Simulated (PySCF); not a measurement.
C₄H₄N, multiplicity 2. Atoms are numbered in the order given.

```xyz
9

C      1.2465     0.0704     0.0000
C      0.5209    -1.0975     0.0000
N     -0.8021    -0.7033     0.0000
C     -0.8930     0.6650     0.0000
C      0.3936     1.1935     0.0000
H      0.8083    -2.1464     0.0000
H     -1.5951    -1.3337     0.0000
H     -1.8614     1.1641     0.0000
H      0.6547     2.2503     0.0000
```
Charge 0, spin multiplicity 2.

Geometry: r2SCAN-D4/def2-SVP. The isomer is the one that the SMILES or the coordinates give; other isomers of the formula were not compared.

The numbers are results of ωB97X/def2-TZVP run with PySCF, not measurements.

ESP charges are fitted to the potential on shells at 1.4 to 2.0 van der Waals radii. Atomic charges (e):

```json
[
 {"atom": "C1", "meta-Löwdin": "-0.07", "Löwdin": "-0.05", "ESP fit": "-0.01", "Mulliken": "-0.07", "Mulliken spin": "0.98"},
 {"atom": "C2", "meta-Löwdin": "-0.12", "Löwdin": "-0.26", "ESP fit": "-0.26", "Mulliken": "-0.10", "Mulliken spin": "-0.05"},
 {"atom": "N3", "meta-Löwdin": "-0.16", "Löwdin": "0.17", "ESP fit": "-0.14", "Mulliken": "-0.25", "Mulliken spin": "0.02"},
 {"atom": "C4", "meta-Löwdin": "-0.09", "Löwdin": "-0.23", "ESP fit": "-0.21", "Mulliken": "-0.08", "Mulliken spin": "0.05"},
 {"atom": "C5", "meta-Löwdin": "-0.20", "Löwdin": "-0.22", "ESP fit": "-0.27", "Mulliken": "-0.20", "Mulliken spin": "-0.02"},
 {"atom": "H6", "meta-Löwdin": "0.13", "Löwdin": "0.13", "ESP fit": "0.20", "Mulliken": "0.16", "Mulliken spin": "0.01"},
 {"atom": "H7", "meta-Löwdin": "0.25", "Löwdin": "0.19", "ESP fit": "0.31", "Mulliken": "0.24", "Mulliken spin": "0.01"},
 {"atom": "H8", "meta-Löwdin": "0.13", "Löwdin": "0.13", "ESP fit": "0.18", "Mulliken": "0.16", "Mulliken spin": "0.01"},
 {"atom": "H9", "meta-Löwdin": "0.13", "Löwdin": "0.14", "ESP fit": "0.20", "Mulliken": "0.14", "Mulliken spin": "0.01"}
]
```

Computed Mayer and Wiberg (Löwdin basis) orders of the bonds:
| bond | Mayer | Wiberg |
|---|---|---|
| C1–C2 | 1.65 | 1.82 |
| C2–N3 | 1.14 | 1.46 |
| N3–C4 | 1.21 | 1.51 |
| C1–C5 | 1.38 | 1.57 |
| C4–C5 | 1.57 | 1.69 |
| C2–H6 | 0.95 | 0.87 |
| N3–H7 | 0.92 | 0.87 |
| C4–H8 | 0.94 | 0.87 |
| C5–H9 | 0.96 | 0.85 |
